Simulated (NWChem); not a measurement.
CH$_{6}$BP; SMILES CBP

```xyz
9

B     -0.6027    -0.5538     0.0158
H     -1.8182    -0.6514    -0.0347
C      0.2867    -1.8422    -0.0441
H      0.0579    -2.4466     0.8643
H      1.3818    -1.6810    -0.0808
H     -0.0150    -2.4930    -0.8939
P      0.0849     1.1993    -0.0592
H      1.2618     1.1352     0.7559
H     -0.7714     1.9260     0.8275
```
Atoms are numbered in this order, from 1.

Geometry: optimised at PBE-D3(BJ)/def2-SVP.

 Unshifted, non-relativistic core excitations; the lowest 4 roots alone, so stronger bands may lie above.

**Question.** List the first C K-edge excitations from BHandHLYP/6-311G** (spherical d), restricted-window TDA (NWChem).

**Answer.** 
```json
[
 {"state": "S1", "energy (eV)": "283.6", "dipole oscillator strength": "0.0006", "leading excitation (squared amplitude)": "1s of atom 3 or its equivalents → LUMO (0.97)"},
 {"state": "S2", "energy (eV)": "285.6", "dipole oscillator strength": "0.0064", "leading excitation (squared amplitude)": "1s of atom 3 or its equivalents → LUMO+1 (0.59)"},
 {"state": "S3", "energy (eV)": "286.2", "dipole oscillator strength": "0.0429", "leading excitation (squared amplitude)": "1s of atom 3 or its equivalents → LUMO+5 (0.32)"},
 {"state": "S4", "energy (eV)": "286.3", "dipole oscillator strength": "0.0469", "leading excitation (squared amplitude)": "1s of atom 3 or its equivalents → LUMO+6 (0.69)"}
]
```
